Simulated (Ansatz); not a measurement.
CH7GaOSi (`C[SiH2][O][GaH2]`), relaxed with RKS PBE0-D4/def2-TZVP in the Gaussian-basis code of Ansatz from a GFN2-xTB geometry. The force threshold is 0.005 eV/Å; the program also tests the step.

Charge 0, multiplicity 1.

Start:

```xyz
11

C     1.692    0.116    0.710
Si   -0.153   -0.115    1.096
O    -0.998   -0.085   -0.316
Ga   -1.691   -0.007   -1.895
H     2.286    0.074    1.618
H     1.882    1.075    0.233
H     2.056   -0.658    0.039
H    -0.686    0.989    1.903
H    -0.421   -1.429    1.693
H    -0.814    0.537   -3.051
H    -3.152   -0.497   -2.030
```

```tsv
step	energy (eV)	largest force (eV/Å)	largest move (Å)
1	-63443.3917	1.384	0.000
2	-63443.4694	0.934	0.056
3	-63443.4866	0.107	0.031
4	-63443.4876	0.039	0.008
5	-63443.4883	0.037	0.017
6	-63443.4887	0.059	0.007
7	-63443.4896	0.052	0.022
8	-63443.4905	0.085	0.021
9	-63443.4933	0.185	0.092
10	-63443.4968	0.206	0.075
11	-63443.5001	0.276	0.177
13	-63443.5171	0.114	0.122
15	-63443.5209	0.028	0.029
17	-63443.5211	0.023	0.031
19	-63443.5212	0.019	0.022
21 (rejected)	-63443.5211	0.034	0.030
23	-63443.5215	0.013	0.049
25	-63443.5216	0.014	0.023
27	-63443.5216	0.003	0.014
29	-63443.5216	0.007	0.016
30	-63443.5216	0.003	0.013
```

End:

```xyz
11

C     1.502    0.177    0.496
Si   -0.214   -0.162    1.148
O    -1.341   -0.207   -0.033
Ga   -1.526   -0.036   -1.795
H     2.217    0.199    1.324
H     1.553    1.142   -0.015
H     1.825   -0.597   -0.204
H    -0.586    0.901    2.124
H    -0.217   -1.470    1.862
H    -0.225    0.258   -2.608
H    -2.988   -0.207   -2.300
```

Hardware: 4 threads of an Arm Neoverse V1 on a shared host. Wall time 110 s, peak host memory 0.53 GiB.
